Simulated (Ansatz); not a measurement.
`[NH2][GeH3]` + `O[SiH](F)S` → `O[SiH](F)[S][GeH3]` + NH₃  (ligand exchange at a Ge–N bond)

Computed with Ansatz on PBE0-D4/def2-TZVP structures; ΔE is electronic, products minus reactants. CBS: MP2 limit from def2 TZ/QZ plus the TZ coupled-cluster correction, frozen cores. This one scheme is used for every species. For Ge outer-core shells are correlated without core-valence functions, which leaves a few kJ/mol of doubt a bond. Scalar relativity is left out up to krypton. One conformer a species, not always the lowest.

| species | CCSD(T)/def2-TZVPP energy (Eh) |
| --- | --- |
| `[NH2][GeH3]` | -2133.28055 |
| `O[SiH](F)S` | -863.62176 |
| `O[SiH](F)[S][GeH3]` | -2940.44634 |
| NH₃ | -56.47595 |

Question: Work out ΔE.

Answer: ΔE = (-2940.44634) + (-56.47595) − (-2133.28055) − (-863.62176) = -0.01998 Eh = -12.5 kcal/mol. CCSD(T)/CBS gives -13.3 kcal/mol.

Largest T1 diagnostic among the species: 0.012.

From BLYP to BHLYP (50 % exact exchange), in def2-TZVPP and without D4, ΔE moves by −0.8 kcal/mol. Leaving LDA and LC-ωPBE aside and taking each functional with its dispersion term where it has one, the values, not all of them listed here, spread over 2.3 kcal/mol, from HSE06-D4 to B2PLYP. In def2-TZVPP, CCSD(T) changes the Hartree–Fock value by −1.7 kcal/mol (the triples alone add −0.5 kcal/mol) and MP2 by −2.6 kcal/mol.
